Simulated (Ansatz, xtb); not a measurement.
# BClFHNO: which of two conformers lies lower

We compare X, `[O]NB(F)Cl`, a doublet, with Y, `[O]NB(F)Cl`, a doublet. Both are isolated molecules in the gas phase, relaxed with PBE0-D3(BJ)/pcseg-1.

X (Å):

```xyz
6

B    -0.8052    1.1447    0.8286
Cl   -0.6322    2.7461    1.5170
F    -1.3519    0.1653    1.5076
N    -0.3322    0.9214   -0.5075
O    -0.4169   -0.2118   -1.0889
H     0.0970    1.6793   -1.0483
```

Y (Å):

```yaml
atoms:
  - { symbol: B, position_ang: [0.4349, 2.7112, 0.9577] }
  - { symbol: Cl, position_ang: [1.4529, 3.5385, 2.0930] }
  - { symbol: F, position_ang: [0.8776, 2.3604, -0.2407] }
  - { symbol: N, position_ang: [-0.9269, 2.3693, 1.2605] }
  - { symbol: O, position_ang: [-1.5147, 2.6290, 2.3610] }
  - { symbol: H, position_ang: [-1.4876, 1.8793, 0.5536] }
```

Energies in hartree; the thermal terms are from PBE0-D3(BJ)/pcseg-1 harmonic frequencies (ideal gas, rigid rotor, one conformer each, 298.15 K, 1 atm) and include the zero-point energy:

```
                              X           Y
E, CCSD(T)/def2-SVP  −714.004696  −714.004176
    E, MP2/def2-SVP  −713.951868  −713.951415
  E, MP2/def2-TZVPP  −714.639331  −714.638829
  zero-point energy     0.027514     0.027435
       H(298 K) − E     0.033523     0.033407
       G(298 K) − E    −0.002166    −0.002232
```

Q: Correct the CCSD(T) difference for the basis set by the MP2 change, then work out ΔE, ΔE₀, ΔH and ΔG for X → Y in kcal/mol (1 Eh = 627.51 kcal/mol) and the equilibrium ratio [Y]/[X].

A: 1. Differences Y − X: CCSD(T) +0.000520, MP2 in the small set +0.000453, MP2 in the large set +0.000502 Eh.
2. ΔE = +0.000520 + (+0.000502 − (+0.000453)) = +0.000569 Eh = +0.36 kcal/mol.
3. ΔE₀ = ΔE + ΔZPE = +0.000569 + (−0.000079) Eh = +0.31 kcal/mol.
4. ΔH = ΔE + (−0.000116) Eh = +0.28 kcal/mol.
5. ΔG = ΔE + (−0.000066) Eh = +0.32 kcal/mol, so ΔS = (ΔH − ΔG)/T = −0.4 J/(mol K).
6. kT = 0.9442 mEh, so K = [Y]/[X] = exp(−ΔG/kT) = exp(−0.53) ≈ 0.59.

The two are too close for this level to say which is favoured. An error of 1 kcal/mol in ΔG would change K by a factor of 5.4. Mirror images and further conformers aren't counted.

Other levels gave ΔE = +0.4 (PBE0-D3(BJ)/pcseg-1); +0.4 (HF/def2-SVP); +0.3 (MP2/def2-SVP); +0.3 (CCSD(T)/def2-SVP) kcal/mol. Open shells are spin-unrestricted. The correlated steps freeze 9 core orbitals. Programs: Ansatz 0.2.0.
